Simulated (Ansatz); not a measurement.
One change: `C[O][Mo](=[NH])(=[NH])[NH2]` becomes `[NH]=[Mo](=[NH])([NH2])[F]`.

Ansatz, PBE0-D4/def2-TZVP geometries, multiplicity 1. Each molecule was computed in one conformer, which needn't be the lowest.

Elements past krypton have def2 core potentials.

```json
{"property": "size of the dipole moment (B3LYP/def2-TZVPP) / D", "`C[O][Mo](=[NH])(=[NH])[NH2]`": "1.62"}
{"property": "HOMO energy (ωB97M-V/def2-TZVPP) / eV", "`C[O][Mo](=[NH])(=[NH])[NH2]`": "-9.38"}
{"property": "LUMO energy (PBE/def2-TZVPP) / eV", "`C[O][Mo](=[NH])(=[NH])[NH2]`": "-1.73"}
{"property": "LUMO energy (ωB97M-V/def2-TZVPP) / eV", "`C[O][Mo](=[NH])(=[NH])[NH2]`": "1.06"}
{"property": "HOMO–LUMO gap (PBE0/def2-TZVPP) / eV", "`C[O][Mo](=[NH])(=[NH])[NH2]`": "6.20"}
{"property": "LUMO energy (B3LYP/def2-TZVPP) / eV", "`C[O][Mo](=[NH])(=[NH])[NH2]`": "-1.17"}
```

**Question.** What does the change do to each property? (An estimate is asked.)

**Answer.** Ansatz gave: 
| property | `[NH]=[Mo](=[NH])([NH2])[F]` | shift |
| --- | --- | --- |
| size of the dipole moment (B3LYP/def2-TZVPP) / D | 3.29 | 1.67 |
| HOMO energy (ωB97M-V/def2-TZVPP) / eV | -9.95 | -0.57 |
| LUMO energy (PBE/def2-TZVPP) / eV | -2.05 | -0.32 |
| LUMO energy (ωB97M-V/def2-TZVPP) / eV | 0.77 | -0.29 |
| HOMO–LUMO gap (PBE0/def2-TZVPP) / eV | 6.41 | 0.21 |
| LUMO energy (B3LYP/def2-TZVPP) / eV | -1.53 | -0.36 |

With PBE0 the HOMO falls by 0.55 eV and the LUMO falls by 0.35 eV, so the gap widens by about 0.20 eV. PBE moves the HOMO by -0.55 eV and ωB97M-V by -0.57 eV. Dipoles are sizes alone; their direction can turn.

B3LYP here is the variant with VWN-RPA as its local correlation; programs differ in this.
